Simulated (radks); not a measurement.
Results of a calculation; reference values are marked as such.
Q: Excited configurations of In15+: one electron is placed in a higher orbital outside [Ar] 3d10 4s2 4p3. The ground configuration is [Ar] 3d10 4s2 4p4. Code: a radial shooting solver on a logarithmic mesh with Libxc functionals. Model: non-relativistic Kohn-Sham, r2SCAN, spin-polarised, spherical densities, point nucleus; open shells are filled with parallel spins first (spin-orbit coupling, left out, can overturn this in heavy ions); meta-GGA in the generalised Kohn-Sham scheme; relativity is left out, which matters for an element this heavy. Excitation = E - E(ground); binding = E(ion) - E, where the ion is the core of charge +16; n* = 16/sqrt(2 binding) in atomic units, and the quantum defect is n - n*.

| outer orbital | excitation (eV) | binding (eV) | n* | quantum defect | eigenvalue (eV) | <r> (bohr) |
|---|---|---|---|---|---|---|
| 4d | 60.070 | 333.05 | 3.234 | 0.766 | -320.26 | 0.8458 |
| 4f | 137.23 | 255.89 | 3.689 | 0.311 | -243.60 | 0.8866 |
| 6s | 246.93 | 146.20 | 4.881 | 1.119 | -142.47 | 2.256 |
| 6p | 255.84 | 137.28 | 5.037 | 0.963 | -133.77 | 2.340 |
| 6d | 270.83 | 122.29 | 5.337 | 0.663 | -118.93 | 2.504 |
| 6f | 286.69 | 106.43 | 5.721 | 0.279 | -103.23 | 2.688 |
| 7s | 292.44 | 100.69 | 5.882 | 1.118 | -98.217 | 3.268 |
| 7d | 306.48 | 86.647 | 6.340 | 0.660 | -84.302 | 3.598 |

Estimate the row for 5s.

A: excitation (eV) 161.30; binding (eV) 231.82; n* 3.876; quantum defect 1.124; eigenvalue (eV) -226.11; <r> (bohr) 1.433. The Delta-SCF ionisation energy is 393.12 eV (NIST Atomic Spectra Database: 396 eV, theoretical). Self-interaction in the functional shifts the binding energies and quantum defects, so they are the method's values and not measured ones. Relativity is left out here, which matters for elements this heavy. Open shells are spherical and high-spin; term and fine-structure splittings are not resolved.
